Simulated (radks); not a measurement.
The mean radii <r> (bohr) of the occupied orbitals of an atom or ion are listed with their occupations. Method: Dirac Kohn-Sham, BLYP, spin-unpolarised, spherical densities, finite nucleus; Fermi nuclear charge, rms radius of each element as measured or else 0.836 A^(1/3) + 0.57 fm; computed with a radial shooting solver on a logarithmic mesh with Libxc functionals.

| orbital | occ. | <r> |
|---|---|---|
| 1s1/2 | 2 | 0.09096 |
| 2s1/2 | 2 | 0.4440 |
| 2p1/2 | 2 | 0.4048 |
| 2p3/2 | 4 | 0.4071 |
| 3s1/2 | 2 | 1.441 |
| 3p1/2 | 1 | 1.600 |
| 3p3/2 | 2 | 1.607 |

Name the element and its charge. Open shells, if any, are shared by 2j + 1.

Answer. Z = 17, chlorine, charge +2: Cl2+ in [Ne] 3s2 3p3. The 1s radius gives Z: for a bare nucleus <r> = (2 gamma + 1)/(2Z) with gamma = sqrt(1 - (Z/c)^2), 0.08778 bohr for Z = 17, and screening makes it slightly larger (0.09096 here). The occupations add up to 15, and the charge is Z minus that.
